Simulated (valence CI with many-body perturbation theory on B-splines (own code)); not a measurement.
Energy levels of C

Level of theory: configuration interaction combined with many-body perturbation theory (CI+MBPT): four valence electrons over a frozen Dirac-Fock core [He], radial functions for each j: 11 s, 11 p, 9 d, 7 f, 5 g, 2 h, 1 i, with the one-electron correlation potential Σ1 (screened to all orders), the two-electron term Σ2, the three-electron term Σ3, Breit, model QED; selected single and double excitations, second order for the rest, scaled by the run's own slope (own B-spline code, finite nucleus).

Set against measurement, 36 paired levels are off by 37 cm⁻¹ on average, the worst by 83. These come from a selection out of the NIST Handbook of Basic Atomic Spectroscopic Data. Levels without a partner in it may be off by more. Among the levels kept, up to 900 cm⁻¹ of a level comes from second order outside the variational space, and about a tenth of that is noise between levels of different J, which matters for small intervals.

Levels 46 to 90 of 93, with energies above the lowest level, 2s2.2p2 3P_0. "Leading %" is the weight of the configuration and term that name the level; weights of strongly mixed levels are sums over their largest components and can fall short. Lifetimes count E1, E2, E3, M1 and M2 decay at the calculated energies, and are blank where another channel may lead or the interval is too uncertain; long ones can be off by a factor of two.

```
No.  Configuration  Term  J  E (cm⁻¹)  Leading %  Lifetime      g
 46      2s2.2p.4p    3D  3     80786         89    238 ns  1.334
 47      2s2.2p.4p    3S  1     81057         88    197 ns  1.995
 48      2s2.2p.4p    3P  0     81255         89    136 ns       
 49      2s2.2p.4p    3P  1     81276         88    135 ns  1.506
 50      2s2.2p.4p    3P  2     81291         89    135 ns  1.500
 51      2s2.2p.4p    1D  2     81734         87    118 ns  1.001
 52      2s2.2p.4p    1S  0     82254         81   74.6 ns       
 53      2s2.2p.4d   1D°  2     83480         86   68.3 ns  0.998
 54      2s2.2p.5s   3P°  0     83687         81   19.4 ns       
 55      2s2.2p.5s   3P°  1     83702         77   18.7 ns  1.479
 56      2s2.2p.4d   3F°  2     83713         85   84.1 ns  0.693
 57      2s2.2p.4d   3F°  3     83724         80   55.6 ns  1.100
 58      2s2.2p.5s   3P°  2     83734         74   16.2 ns  1.486
 59      2s2.2p.4d   3F°  4     83760         90    154 ns  1.251
 60      2s2.2p.4d   3D°  1     83780         79   8.70 ns  0.558
 61      2s2.2p.4d   3D°  2     83802         83   8.54 ns  1.159
 62      2s2.2p.4d   3D°  3     83810         81   8.66 ns  1.310
 63      2s2.2p.5s   1P°  1     83826         61   24.1 ns  0.972
 64      2s2.2p.4f    3F  3     83881         43   66.3 ns  1.085
 65      2s2.2p.4f    3F  2     83881         78   66.9 ns  0.720
 66      2s2.2p.4f    3F  4     83887         64   67.2 ns  1.186
 67      2s2.2p.4f    1F  3     83887         35   66.2 ns  0.952
 68      2s2.2p.4d   1F°  3     83909         86   9.83 ns  1.008
 69      2s2.2p.4f    3G  4     83947         36   68.5 ns  1.093
 70      2s2.2p.4f    3G  3     83948         63   67.4 ns  0.834
 71      2s2.2p.4f    3G  5     83973         90   68.4 ns  1.200
 72      2s2.2p.4f    3D  3     83973         78   70.4 ns  1.296
 73      2s2.2p.4f    1D  2     83974         46   70.6 ns  1.014
 74      2s2.2p.4f    1G  4     83976         51   69.9 ns  1.022
 75      2s2.2p.4d   1P°  1     83996         66   11.5 ns  0.997
 76      2s2.2p.4f    3D  2     83997         53   71.3 ns  1.099
 77      2s2.2p.4f    3D  1     83998         90   71.0 ns  0.499
 78      2s2.2p.4d   3P°  2     84080         74   14.8 ns  1.499
 79      2s2.2p.4d   3P°  0     84087         79   13.2 ns       
 80      2s2.2p.4d   3P°  1     84090         77   13.3 ns  1.495
 81      2s2.2p.5p    1P  1     84830         81    400 ns  0.971
 82      2s2.2p.5p    3D  1     84900         82    457 ns  0.543
 83      2s2.2p.5p    3D  2     84909         88    460 ns  1.169
 84      2s2.2p.5p    3D  3     84938         89    459 ns  1.334
 85      2s2.2p.5p    3S  1     85038         84    423 ns  1.965
 86      2s2.2p.5p    3P  0     85116         89    278 ns       
 87      2s2.2p.5p    3P  1     85138         84    275 ns  1.523
 88      2s2.2p.5p    3P  2     85149         88    269 ns  1.497
 89      2s2.2p.5p    1D  2     85377         88    254 ns  1.002
 90      2s2.2p.5p    1S  0     85717         83    110 ns
```

Names give the largest LS component (configuration and term), which can be under half, so a name can repeat, a term be missing and a line seem to break the LS rules; names also repeat where a configuration has a term twice.

Where two levels of one J and parity lie close, their mixing, g and order are uncertain.
